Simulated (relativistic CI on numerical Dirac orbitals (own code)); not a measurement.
# The 5d ions of charge 4+

These numbers are calculated, not measured: Dirac-Coulomb-Breit CI, KLI orbitals optimised for each configuration, model QED (radiative potential, 1s self-energy scaled to tabulated hydrogen-like ionisation energies), valence Slater integrals scaled by 0.85 (own radial code, finite nucleus).

Each species is treated in one configuration, given outside its closed core, with all valence electrons in the open shell. Radial values are for the open shell of highest l, unscaled and averaged over j; ζ includes the Breit term. Labels give the leading LS character, summed over repeated terms.

```csv
Ion,Configuration,Its lowest level,LS weight (%),Next level,E (cm⁻¹),g_J,g√(J(J+1)),ζ (cm⁻¹)
Ta4+,5d,2D_3/2,100,2D_5/2,5902.1,0.799,1.55,2353
W4+,5d2,3F_2,92,3F_3,5503.9,0.694,1.70,2813
Re4+,5d3,4F_3/2,88,4F_5/2,4225.4,0.454,0.88,3313
Os4+,5d4,5D_0,70,5D_1,3522.5,,0.00,3854
Ir4+,5d5,6S_5/2,86,J = 5/2 (mixed),17948,1.940,5.74,4437
Pt4+,5d6,?,?,?,?,?,?,?
Au4+,5d7,4F_9/2,82,4F_7/2,11307,1.291,6.42,5737
Hg4+,5d8,3F_4,95,J = 2 (mixed),8596.7,1.238,5.53,6456
```

Fill in the row of Pt4+.

Its lowest level 5D_4; LS weight (%) 80; Next level 5D_2; E (cm⁻¹) 6192.4; g_J 1.442; g√(J(J+1)) 6.45; ζ (cm⁻¹) 5064.
